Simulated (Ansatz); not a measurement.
Computed with Ansatz on PBE0-D4/def2-TZVP structures; ΔE is electronic, products minus reactants. CBS: MP2 limit from def2 TZ/QZ plus the TZ coupled-cluster correction, frozen cores. This one scheme is used for every species. DFT in def2-TZVPP. B3LYP here is the variant with VWN-RPA as its local correlation; programs differ in this. HSE06 is defined as in plane-wave codes. For Ge outer-core shells are correlated without core-valence functions, which leaves a few kJ/mol of doubt a bond. Scalar relativity is left out up to krypton. One conformer a species, not always the lowest.

Reaction (formal hydrolysis of a Ge–Ge bond): `[OH][GeH2][GeH2][OH]` + H₂O → `[OH][GeH2][OH]` + `[OH][GeH3]`

| level | ΔE (kJ/mol) | difference from CCSD(T)/CBS |
| --- | --- | --- |
| LDA (SPW92) | -9.4 | 6.5 |
| PBE-D4 | -4.5 | 11.4 |
| revPBE-D4 | -6.0 | 9.9 |
| BLYP-D4 | -11.4 | 4.5 |
| r2SCAN-D4 | -17.0 | -1.1 |
| B97M-V | -27.8 | -11.9 |
| PBE0-D4 | -8.2 | 7.7 |
| B3LYP-D4 | -14.2 | 1.7 |
| r2SCAN0-D4 | -17.0 | -1.1 |
| BHLYP-D4 | -19.9 | -4.0 |
| CAM-B3LYP-D4 | -23.3 | -7.4 |
| ωB97X-V | -23.5 | -7.6 |
| ωB97M-V | -19.8 | -3.9 |
| B2PLYP | -23.3 | -7.4 |
| PBE-QIDH | -19.2 | -3.3 |
| PBE | -7.7 | 8.2 |
| revPBE | -8.0 | 7.9 |
| BLYP | -16.9 | -1.0 |
| r2SCAN | -18.0 | -2.1 |
| PBE0 | -11.4 | 4.5 |
| B3LYP | -19.4 | -3.5 |
| r2SCANh | -18.0 | -2.1 |
| HSE06 | -11.2 | 4.7 |
| BHLYP | -26.6 | -10.7 |
| CAM-B3LYP | -26.9 | -11.0 |
| RPA@PBE/def2-TZVPP | -23.2 | -7.3 |
| HF/def2-SVP | -42.0 | -26.1 |
| MP2/def2-SVP | -39.1 | -23.2 |
| CCSD/def2-SVP | -35.6 | -19.7 |
| CCSD(T)/def2-SVP | -34.9 | -19.0 |
| HF/def2-TZVPP | -41.0 | -25.1 |
| SCS-MP2/def2-TZVPP | -29.1 | -13.2 |
| CCSD/def2-TZVPP | -22.8 | -6.9 |
| CCSD(T)/def2-TZVPP | -21.6 | -5.7 |
| HF/def2-QZVPP | -41.6 | -25.7 |
| MP2/def2-QZVPP | -20.6 | -4.7 |
| SCS-MP2/def2-QZVPP | -26.8 | -10.9 |
| HF/CBS(def2) | -41.7 | -25.8 |
| MP2/CBS(def2) | -18.0 | -2.1 |
| CCSD/CBS(def2) | -17.2 | -1.3 |
| CCSD(T)/CBS | -15.9 | 0 |

Largest T1 diagnostic among the species: 0.012.

At CCSD(T), def2-SVP lies −19.0 kJ/mol from the extrapolated value and def2-TZVPP −5.7 kJ/mol. In def2-TZVPP, CCSD(T) changes the Hartree–Fock value by +19.4 kJ/mol (the triples alone add +1.3 kJ/mol) and MP2 by +17.3 kJ/mol. From BLYP to BHLYP (50 % exact exchange), in def2-TZVPP and without D4, ΔE moves by −9.7 kJ/mol.

CCSD(T)/CBS has its own doubt, a few kJ/mol and more with outer-core shells, so smaller differences from it don't rank the levels.
